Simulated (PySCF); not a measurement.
Theory: core-valence-separated Tamm–Dancoff BHandHLYP/aug-pcX-1 (pcseg-1 on H, def2-SVPD on Si, def2-SVPD on S) in PySCF, non-relativistic, gas phase, PBE0-D3(BJ)/def2-SVP geometry. No empirical shift is added; at this level the pattern usually sits a few eV under experiment.

Main lines of an unknown, eV (oscillator strength): C K: 283.4 (0.054), 283.7 (0.053), 283.7 (0.056), 285.2 (0.069), 285.4 (0.036); O K: 533.1 (0.010), 533.6 (0.011), 534.6 (0.004), 535.1 (0.010), 535.1 (0.004). Listed: the first five lines at most of each edge with a tenth or more of its strongest line's intensity; roots within 0.03 eV on the same or equivalent atoms are summed. Only the lowest roots were sought, and the top ones are left out.

Task: Which candidate gives them?
A. `[SiH3]Sc1ccco1`
B. `[SiH3]Oc1cccs1`

Result: B. 

- `[SiH3]Oc1cccs1`: C K: 283.4 (0.054), 283.7 (0.053), 283.7 (0.056), 285.2 (0.069), 285.4 (0.036); O K: 533.1 (0.010), 533.6 (0.011), 534.6 (0.004), 535.1 (0.010), 535.1 (0.004). First C line listed at 283.4 eV, hole on the aromatic CH carbon (1s→π*); first O line listed at 533.1 eV, hole on the silyl ether oxygen.
- `[SiH3]Sc1ccco1`: C K: 283.7 (0.050), 283.8 (0.060), 284.5 (0.062), 285.2 (0.067), 285.9 (0.014); O K: 533.1 (0.031), 535.6 (0.012), 536.8 (0.005), 536.9 (0.007). First C line listed at 283.7 eV, hole on the aromatic CH carbon (1s→π*); first O line listed at 533.1 eV, hole on the furan-type oxygen.

One conformer each; other structures than these candidates weren't tested.

Conformer computed: `[SiH3:1][O:2][c:3]1[cH:4][cH:5][cH:6][s:7]1`: Si1–O2–C3–C4 -176°.
